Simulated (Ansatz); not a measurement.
Compare A (`Cc1ccc(C)nc1`) with its isomer B (`Cc1ccnc(C)c1`).

Program: Ansatz. Geometries: PBE0-D4/def2-TZVP. ΔE: electronic, gas phase. CBS: MP2 limit from def2 TZ/QZ plus the TZ coupled-cluster correction, frozen cores. Functionals use def2-TZVPP.

A:

Z-matrix (Å, degrees):
```
C
C 1 1.496
H 1 1.093 2 111.3
H 1 1.093 2 111.3 3 -119.6
H 1 1.091 2 111.1 3 120.2
C 2 1.391 1 121.5 3 -120.9
C 2 1.389 1 122.3 3 59.1
N 6 1.326 2 124.8 1 -180.0
H 6 1.089 2 119.3 1 0.1
C 7 1.382 2 119.7 1 180.0
H 7 1.086 2 120.1 1 -0.1
C 8 1.332 6 118.5 2 -0.0
H 10 1.084 7 120.6 2 180.0
C 12 1.496 8 116.8 6 180.0
H 14 1.091 12 111.8 8 179.9
H 14 1.092 12 110.2 8 -59.1
H 14 1.092 12 110.2 8 58.8
```

B:

Z-matrix (Å, degrees):
```
C
C 1 1.496
H 1 1.092 2 111.2
H 1 1.091 2 111.5 3 -121.2
H 1 1.094 2 110.5 3 119.0
C 2 1.388 1 121.6 3 138.7
C 2 1.390 1 121.4 3 -42.2
C 6 1.391 2 120.3 1 178.9
H 6 1.085 2 120.0 1 -1.2
C 7 1.384 2 118.9 1 -178.9
H 7 1.085 2 120.9 1 1.2
C 8 1.496 6 121.4 2 180.0
N 8 1.333 6 122.1 2 0.1
H 10 1.087 7 120.0 2 -179.9
H 12 1.092 8 110.1 6 121.4
H 12 1.093 8 110.1 6 -120.9
H 12 1.091 8 111.8 6 0.3
```

Question: Which isomer does CCSD(T)/CBS put lower? Give the gap. (Best estimate.)

Answer: Ansatz gave: B, by 0.8 kcal/mol.

Question: Give E(B) − E(A) in kcal/mol with PBE0-D4, CCSD(T)/def2-TZVPP, CCSD(T)/def2-SVP, CCSD/def2-TZVPP, r2SCAN-D4, MP2/def2-TZVPP, B2PLYP. (An estimate is asked.)

Answer: Ansatz gave: PBE0-D4 -0.8, CCSD(T)/def2-TZVPP -0.8, CCSD(T)/def2-SVP -0.6, CCSD/def2-TZVPP -0.8, r2SCAN-D4 -0.8, MP2/def2-TZVPP -0.3, B2PLYP -0.7. None reverses the order clearly.

Largest T1 diagnostic: 0.012.

Leaving LDA and LC-ωPBE aside and taking each functional with its dispersion term where it has one, the values, not all of them listed here, spread over 0.3 kcal/mol, from BHLYP-D4 to PBE-D4.
